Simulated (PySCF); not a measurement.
Computed properties of Sn(H)(F)(NH2)2 (FH₅N₂Sn), SMILES [F][SnH]([NH2])[NH2]

Sn(H)(F)(NH2)2 (FH₅N₂Sn), SMILES [SnH]([NH2])([F])[NH2]. Geometry optimised at B3LYP-D3(BJ)/def2-SVP. The def2 effective core potentials stand for the cores of Sn; spin–orbit coupling is left out. One conformer was computed; it need not be the lowest. All values are computed for the isolated molecule unless a solvent is named; none is compared with measurement here.

**Structure.** All 21 harmonic modes at B3LYP-D3(BJ)/def2-SVP (PySCF) are real, so it is a minimum. With heavy atoms numbered as in [SnH:1]([NH2:2])([NH2:3])[F:4], the shortest bond between them is Sn1–F4 at 1.965 Å and the longest Sn1–N2 at 2.035 Å.

**Vibrations.** The strongest infrared lines (harmonic, unscaled, degenerate partners summed) lie at 540 cm⁻¹ (157 km/mol, H 64 %, N 29 %), 531 cm⁻¹ (149 km/mol, N 59 %, H 36 %), 1949 cm⁻¹ (120 km/mol, H 99 %). The softest mode is at 98 cm⁻¹ and the zero-point energy is 36.8 kcal/mol.

**Electronic structure.** PBE0/def2-TZVP (PySCF) places the frontier levels at -7.71 and -0.71 eV, a gap of 7.00 eV, and gives a dipole moment of 1.25 D and a mean polarisability of 51.9 bohr³. PBE/def2-TZVP (PySCF) at the same geometry gives -6.24 and -1.66 eV, so its gap is 2.42 eV narrower. An orbital gap is neither the optical nor the fundamental gap.

**Excitations.** TDA-ωB97X/def2-SVPD (PySCF) has S1 at 6.34 eV (196 nm, f = 0.049, weak); the most intense of the 10 singlets computed lies at 6.60 eV (f = 0.14). T1 (TDA) is at 5.65 eV, 0.69 eV under S1. TDA-PBE/def2-SVPD (PySCF) puts S1 at 4.97 eV. No vertical singlet excitation falls in the visible range (under 3.1 eV).
